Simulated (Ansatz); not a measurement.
Geometry optimisation, RKS r2SCAN-D4/6-31G (Ansatz).

input.yaml

```yaml
crystal:
  periodic: [false, false, false]
  atoms:
    - { symbol: C, position_ang: [-1.7933, 0.6631, -0.0536] }
    - { symbol: C, position_ang: [-0.3471, 0.7316, -0.0352] }
    - { symbol: O, position_ang: [0.2999, 1.7588, -0.0665] }
    - { symbol: Si, position_ang: [0.653, -0.9086, 0.0347] }
    - { symbol: "N", position_ang: [2.2825, -0.7478, 0.0512] }
    - { symbol: H, position_ang: [-2.2203, 1.7496, -0.1077] }
    - { symbol: H, position_ang: [-2.2035, 0.2343, 0.8429] }
    - { symbol: H, position_ang: [-2.1535, 0.1918, -0.96] }
    - { symbol: H, position_ang: [0.2728, -1.7332, -1.106] }
    - { symbol: H, position_ang: [0.2197, -1.6717, 1.2848] }
    - { symbol: H, position_ang: [2.5016, -0.1396, 0.8798] }
    - { symbol: H, position_ang: [2.5652, -0.1834, -0.7304] }
basis:
  gaussian: { orbitals: "6-31G" }
hamiltonian:
  xc: r2scan
  dispersion: d4
relax:
  f_tol: 0.02
  max_steps: 50
output:
  orbitals: {}
```

Launched with:

```bash
$ ansatz run input.yaml --threads 1 --pin off --max-ram 2048MiB --backend cpu --events-out ev --progress --plain --runs-dir out
```

Task: Where does it end, and by what steps?

Result: The run converged. The force dipped under the threshold on the way, but the program's further checks kept it going. Limits of this set-up: no polarisation functions. After 10 steps the energy has fallen by 1.047 eV; H11 moved furthest, 0.51 Å.

```csv
step,energy less start (eV),largest force component (eV/Å),accepted
0,0.0000,5.166,yes
1,-0.8036,1.852,yes
2,-0.9835,0.810,yes
3,-1.0132,0.474,yes
4,-1.0373,0.333,yes
5,-1.0413,0.197,yes
6,-1.0436,0.081,yes
7,-1.0462,0.016,yes
8,-1.0466,0.042,yes
9,-1.0467,0.023,yes
10,-1.0468,0.017,yes
```

```xyz
12
Properties=species:S:1:pos:R:3
C -1.928 0.718 -0.056
C -0.420 0.814 -0.066
O 0.170 1.911 -0.147
Si 0.621 -0.850 0.035
N 2.353 -0.597 0.091
H -2.375 1.717 -0.113
H -2.271 0.210 0.856
H -2.273 0.112 -0.906
H 0.250 -1.664 -1.180
H 0.205 -1.580 1.286
H 2.855 -0.496 0.960
H 2.891 -0.350 -0.725
```

Run time: 33 s on 1 thread of Intel(R) Xeon(R) Gold 6455B (Sapphire Rapids), on a shared host, peak memory 0.2 GiB.
